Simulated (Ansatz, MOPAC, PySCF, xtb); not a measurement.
Dimer: C2H6 (SMILES CC) (first 8 atoms) with CH6Si (SMILES C[SiH3]); geometry from B3LYP-D3(BJ)/def2-TZVP.
(charge 0, multiplicity 1):
```xyz
16

C      0.879     0.087     0.455
C     -0.510     0.682     0.245
H      1.557     0.367    -0.353
H      0.842    -1.003     0.494
H      1.326     0.432     1.389
H     -0.477     1.773     0.227
H     -1.195     0.384     1.040
H     -0.943     0.350    -0.701
C     -0.489     0.859     4.154
Si    -0.125    -0.977     4.030
H      0.026     1.298     5.011
H     -1.559     1.034     4.279
H     -0.164     1.386     3.256
H      1.327    -1.214     3.849
H     -0.843    -1.580     2.881
H     -0.560    -1.674     5.265
```

Counterpoise-corrected where a basis set is named; no monomer relaxation.

The state reached by PM7 isn't checked; PM7 holds dispersion and hydrogen-bond terms.

The values were computed with Ansatz (Gaussian orbitals); MOPAC for PM7 (differences of heats of formation); PySCF for the dispersion terms; xtb for the GFN methods. Each number belongs to the level named beside it.

Q: One of these levels gives 22.8 meV for the interaction energy. Name it.
(A) PM7
(B) PBE-D3(BJ)/def2-TZVPPD
(C) SVWN5/def2-TZVPPD
(D) GFN-FF

A: A, PM7. The others give -55.2 (GFN-FF), -107.4 (SVWN5/def2-TZVPPD), -77.8 (PBE-D3(BJ)/def2-TZVPPD)

Ansatz is a quantum-chemistry and plane-wave program.
